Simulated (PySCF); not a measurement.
2-bromo-1,1-difluoroethane (C₂H₃BrF₂), SMILES FC(F)CBr.

Geometry: PBE0-D3(BJ)/def2-SVP. Other conformers were not sampled.

Two levels are set side by side: PBE/def2-TZVP (PySCF) and CAM-B3LYP/def2-TZVP (PySCF). Same geometry, gas phase. Differences are taken from unrounded values.

```csv
quantity,CAM-B3LYP,PBE,PBE minus CAM-B3LYP
orbital gap (eV),10.53,5.66,-4.86
highest occupied level (eV),-9.75,-7.04,2.72
lowest empty level (eV),0.77,-1.37,-2.15
dipole moment (D),1.48,1.34,-0.14
mean polarisability (bohr³),44.2,46.0,1.9
```

Without exact exchange PBE keeps part of each electron's self-repulsion, which lifts occupied levels and narrows the gap. Loosely held outer electrons make PBE densities more polarisable. Differences between two approximate levels are no errors against the true value.

Rough cost on one machine, each run with all the roots and properties that it gave: CAM-B3LYP against PBE within a factor of 2.
